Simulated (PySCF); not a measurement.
```xyz
7

Al     1.4120     0.0127     0.0498
Si    -1.0477     0.0073    -0.0679
H      2.2313     1.3854     0.0806
H      2.2141    -1.3681     0.1310
H     -1.5818    -1.1508    -0.8573
H     -1.6110    -0.1190     1.3200
H     -1.6171     1.2629    -0.6569
```

Charge 0, multiplicity 1.

Q: Give the Mulliken and meta-Löwdin atomic charges from PBE-D3(BJ)/def2-TZVP run with PySCF.

A: 
| atom | Mulliken (e) | meta-Löwdin (e) |
|---|---|---|
| Al1 | 0.31 | 0.34 |
| Si2 | -0.11 | 0.05 |
| H3 | -0.08 | -0.12 |
| H4 | -0.08 | -0.12 |
| H5 | -0.01 | -0.05 |
| H6 | -0.01 | -0.05 |
| H7 | -0.01 | -0.05 |
